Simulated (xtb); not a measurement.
trans-(1R,2R)-1-chloro-2-ethynylcyclopropane (C₅H₅Cl), SMILES C1[C@@H](Cl)[C@H]1C#C. All values are semi-empirical tight-binding results from xtb (GFN2-xTB unless named), good for trends rather than for accurate numbers. Geometry: GFN2-xTB.

Optimised geometry:

Bonds (Å): C1–C2 1.197, C1–H7 1.048, C2–C3 1.429, C3–C4 1.510, C3–C5 1.508, C3–H8 1.085, C4–C5 1.492, C4–H9 1.080, C4–H10 1.079, C5–Cl6 1.757, C5–H11 1.081. Angles (°): C2–C1–H7 179.7, C1–C2–C3 179.1, C2–C3–C4 119.1, C2–C3–C5 119.7, C2–C3–H8 113.8, C4–C3–C5 59.3, C4–C3–H8 117.9, C5–C3–H8 116.6, C3–C4–C5 60.3, C3–C4–H9 118.8, C3–C4–H10 117.0, C5–C4–H9 118.4, C5–C4–H10 117.5, H9–C4–H10 114.4, C3–C5–C4 60.5, C3–C5–Cl6 119.2, C3–C5–H11 119.0, C4–C5–Cl6 118.9, C4–C5–H11 120.0, Cl6–C5–H11 111.1.

Computed properties:
The orbital gap comes out as 6.08 eV and the dipole moment is 2.01 D. The zero-point energy is 49.9 kcal/mol and the G − E(el) at 298.15 K (modified RRHO) is 30.8 kcal/mol. The static polarisability (D4 model) is 65.1 bohr³ and the solvation energy, GFN2-xTB/ALPB(water) is -2.6 kcal/mol. The solvation energy, GFN2-xTB/ALPB(acetone) comes out as -6.5 kcal/mol.

Computed atomic charges and the Wiberg bond orders between heavy atoms:
charges (e) C1 -0.10, C2 -0.02, C3 0.00, C4 -0.07, C5 0.07, Cl6 -0.20, H7 0.08, H8 0.06, H9 0.05, H10 0.07, H11 0.05. Bond orders C1–C2 2.87, C2–C3 1.07, C3–C4 0.93, C3–C5 0.93, C4–C5 0.99, C5–Cl6 0.95.
